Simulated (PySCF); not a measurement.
Al(Me)(NCO)(OH) (C2H4AlNO2), SMILES [N](=C=O)[Al]([CH3])[OH]. Atoms are numbered in the order given.

```xyz
10

Al     0.0759    -0.9108     0.0000
C     -1.5300    -2.0004     0.0000
H     -2.1568    -1.7866     0.8907
H     -2.1568    -1.7866    -0.8907
H     -1.2855    -3.0811     0.0000
N      0.0040     0.8848     0.0000
C     -0.0736     2.0949     0.0000
O     -0.1470     3.2765     0.0000
O      1.6166    -1.6639     0.0000
H      2.4496    -1.1669     0.0000
```

Geometry: PBE-D3(BJ)/def2-SVP. The structure was generated by enumeration; whether it is a known compound was not checked. The values are those of a single conformer.

Calculation: PBE-D3(BJ)/def2-SVP (PySCF 2.14.0).

Frequencies are harmonic and unscaled.

Computed harmonic wavenumbers and intensities:
| mode | ν (cm⁻¹) | IR (km/mol) | moving atoms (share of kinetic energy) |
|---|---|---|---|
| 1 | 37 | 0.3 | H 98 % |
| 2 | 59 | 0.4 | O 45 %, N 26 %, C 16 %, H 9 % |
| 3 | 87 | 0.7 | N 53 %, O 33 % |
| 4 | 172 | 0.9 | C 27 %, O 26 %, H 25 %, N 14 % |
| 5 | 221 | 11.0 | Al 53 %, H 20 %, N 15 % |
| 6 | 229 | 34.0 | N 35 %, O 28 %, H 14 %, Al 12 %, C 12 % |
| 7 | 387 | 147.1 | H 86 %, O 11 % |
| 8 | 478 | 17.2 | O 36 %, C 32 %, Al 17 %, H 8 % |
| 9 | 579 | 140.9 | H 72 %, O 15 %, C 12 % |
| 10 | 594 | 13.2 | C 67 %, O 14 %, N 14 % |
| 11 | 605 | 23.6 | C 72 %, N 14 %, O 14 % |
| 12 | 650 | 43.6 | H 75 %, C 18 % |
| 13 | 653 | 26.9 | H 44 %, C 27 %, Al 18 %, O 10 % |
| 14 | 712 | 254.1 | H 41 %, Al 33 %, C 21 % |
| 15 | 872 | 113.7 | Al 46 %, O 43 %, H 9 % |
| 16 | 1170 | 21.6 | H 79 %, C 21 % |
| 17 | 1376 | 1.0 | H 96 % |
| 18 | 1378 | 2.1 | H 95 % |
| 19 | 1449 | 31.2 | N 56 %, O 41 % |
| 20 | 2376 | 1206.5 | C 70 %, N 18 %, O 12 % |
| 21 | 2975 | 0.8 | H 97 % |
| 22 | 3066 | 1.8 | H 91 %, C 9 % |
| 23 | 3087 | 2.1 | H 91 %, C 9 % |
| 24 | 3812 | 70.2 | H 94 % |
